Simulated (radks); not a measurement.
Problem. Numerical settings for the bromine ion Br+, [Ar] 3d10 4s2 4p4. All-electron calculation, scalar-relativistic Kohn-Sham, LDA (Slater exchange, Perdew-Wang correlation), spin-polarised, spherical densities, finite nucleus; open shells are filled with parallel spins first; Fermi nuclear charge, rms radius 4.1629 fm. Program: a radial shooting solver on a logarithmic mesh with Libxc functionals. The defaults (mesh step 0.008 in ln r, mesh end at 40 bohr or more with all orbitals vanishing there, Anderson mixing 0.5 over 9 steps, residual threshold near 1e-9 with the energy settled to 1e-9 hartree or 1e-11 of itself, here a cap of 87 iterations) give E = -2602.6560 hartree and 4p at -16.757 eV in 15 iterations. Run on one thread of a shared host, so times are rough (Arm Neoverse N1): 0.21 s of CPU time, 0.21 s wall, 15 iterations on 2259 mesh points. One setting is changed at a time: mesh step in ln r 0.02; mesh step in ln r 0.012; mesh step in ln r 0.2; mesh end (bohr) 1; mesh end (bohr) 12; residual threshold 1e-13; residual threshold 0.01; mixing 0.2; linear mixing, mixing 1; linear mixing, mixing 0.2; mixing history 2; iteration cap 3. Which runs fail to converge, and which converge to a wrong energy?

Solution. Not converged within the cap: mesh step in ln r 0.2; linear mixing, mixing 1; iteration cap 3. Settled on a wrong energy, with an occupied level pushed above zero by the early mesh end: mesh end (bohr) 1 (+137 hartree). Apart from these: no run marked as converged misses the energy by more than 1 mhartree.
